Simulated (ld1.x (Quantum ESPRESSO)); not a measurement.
## Logarithmic derivatives: Ag, PAW

```json
{"Element": "Ag", "Generator": "ld1.x (Quantum ESPRESSO) 7.5", "Type": "PAW", "Functional": "PBE", "Relativity": "scalar-relativistic", "Frozen core": "[Kr]", "Valence charge": "11", "Reference configuration": "4d10 5s1 5p0", "Partial waves": "5s (bound): rcut 1.75, rcutus 2.30 bohr; 5s channel at 0.7 Ry: rcut 1.75, rcutus 2.30 bohr; 5p (bound, empty): rcut 2.25, rcutus 2.90 bohr; 5p channel at 2.1 Ry: rcut 2.25, rcutus 2.90 bohr; 4d (bound): rcut 1.20, rcutus 1.60 bohr; 4d channel at 4.3 Ry: rcut 1.20, rcutus 1.60 bohr", "Local potential": "all-electron potential smoothed inside 1.50 bohr (lloc = -1)", "Core correction": "a·sin(br)/r model core inside 0.95 bohr", "Augmentation charge": "BESSEL, radius 1.15 bohr"}
```

The phase is arctan(r·u′/u) with u = r·R(r), unwrapped; energies in Ry, scanned from -3 to 5 Ry. A pole is an energy at which the radial function vanishes at the test radius. The pseudo phase is shifted by a multiple of π to meet the all-electron one at the reference energy, and phase errors are pseudo minus all-electron; the curves can meet again beyond the range given. Levels narrower than the energy grid can be missing from the lists of poles.

| channel | radius (bohr) | reference energy (Ry) | poles, all-electron | poles, pseudo | unbroken range about the reference energy with phases within 0.05 rad | phase error 1 Ry above the reference energy (rad) |
| --- | --- | --- | --- | --- | --- | --- |
| s | 3.14 | -0.32 | 0.67 | 0.67 | below 3.0 | +0.000 |
| p | 3.14 | -0.05 | 1.58 | 1.58 | below 1.1 | -0.004 |
| d | 3.14 | -0.55 | -0.46, 3.33 | -0.46, 3.33 | the whole range | -0.001 |

Note: ghost state, extra bound levels that the all-electron valence spectrum of the same l lacks: s at -101.4 eV. A true bound ghost makes a file unfit for plane-wave use.

Phases in the s channel:

| E (Ry) | all-electron | pseudo |
| --- | --- | --- |
| -3.00 | 1.365 | 1.365 |
| -2.76 | 1.353 | 1.353 |
| -2.52 | 1.339 | 1.339 |
| -2.28 | 1.322 | 1.322 |
| -2.04 | 1.301 | 1.301 |
| -1.80 | 1.273 | 1.273 |
| -1.56 | 1.235 | 1.235 |
| -1.32 | 1.179 | 1.179 |
| -1.08 | 1.088 | 1.088 |
| -0.84 | 0.912 | 0.912 |
| -0.60 | 0.478 | 0.478 |
| -0.36 | -0.475 | -0.475 |
| -0.12 | -1.115 | -1.115 |
| 0.12 | -1.361 | -1.361 |
| 0.36 | -1.481 | -1.481 |
| 0.60 | -1.554 | -1.554 |
| 0.84 | -1.607 | -1.607 |
| 1.08 | -1.651 | -1.651 |
| 1.32 | -1.691 | -1.691 |
| 1.56 | -1.732 | -1.733 |
| 1.80 | -1.779 | -1.780 |
| 2.04 | -1.837 | -1.838 |
| 2.28 | -1.918 | -1.920 |
| 2.52 | -2.045 | -2.051 |
| 2.76 | -2.278 | -2.294 |
| 3.00 | -2.766 | -2.812 |
| 3.24 | -3.526 | -3.589 |
| 3.48 | -4.038 | -4.079 |
| 3.72 | -4.282 | -4.308 |
| 3.96 | -4.411 | -4.431 |
| 4.20 | -4.489 | -4.506 |
| 4.44 | -4.542 | -4.558 |
| 4.68 | -4.581 | -4.596 |
| 4.92 | -4.611 | -4.626 |
